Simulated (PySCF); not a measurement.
Si(Me)(NH2) (CH5NSi), SMILES C[Si]N (connectivity only; charge and spin as stated), neutral, multiplicity 1.

Coordinates come from a TPSSh-D3(BJ)/def2-TZVP optimisation. Other conformers were not sampled.

The numbers are results of PySCF with TDDFT-LC-ωPBE/def2-SVPD, not measurements.

Vertical excitations. Gas-phase values at a fixed geometry.

| state | energy (eV) | λ (nm) | f | main pairs |
|---|---|---|---|---|
| S1 | 3.82 | 325 | 0.045 | HOMO→LUMO 99 % |
| S2 | 6.25 | 198 | 0.130 | HOMO→LUMO+1 50 %, HOMO→LUMO+2 31 %, HOMO→LUMO+4 8 % |
| S3 | 6.82 | 182 | 0.118 | HOMO→LUMO+2 57 %, HOMO→LUMO+1 31 % |
| S4 | 7.08 | 175 | 0.190 | HOMO−1→LUMO 87 % |
| S5 | 7.32 | 169 | 0.355 | HOMO→LUMO+3 59 %, HOMO→LUMO+4 25 % |
| S6 | 7.39 | 168 | 0.027 | HOMO−2→LUMO 95 % |
| S7 | 7.87 | 157 | 0.077 | HOMO→LUMO+4 46 %, HOMO→LUMO+3 32 %, HOMO→LUMO+1 8 % |
| S8 | 7.97 | 156 | 0.048 | HOMO−1→LUMO+1 80 %, HOMO−1→LUMO+2 13 % |
| S9 | 8.66 | 143 | 0.102 | HOMO→LUMO+7 60 %, HOMO→LUMO+8 27 % |
| S10 | 8.76 | 142 | 0.052 | HOMO→LUMO+5 77 % |
| T1 | 2.17 | 573 | 0 | HOMO→LUMO 97 % |
| T2 | 4.77 | 260 | 0 | HOMO→LUMO+2 51 %, HOMO→LUMO+1 16 %, HOMO→LUMO+5 10 %, HOMO→LUMO+4 10 % |
| T3 | 5.36 | 231 | 0 | HOMO−1→LUMO 93 % |
| T4 | 6.23 | 199 | 0 | HOMO→LUMO+1 63 %, HOMO→LUMO+2 17 % |
Triplets are in the Tamm–Dancoff approximation, which puts them higher than full response would, so one can lie above its singlet here.
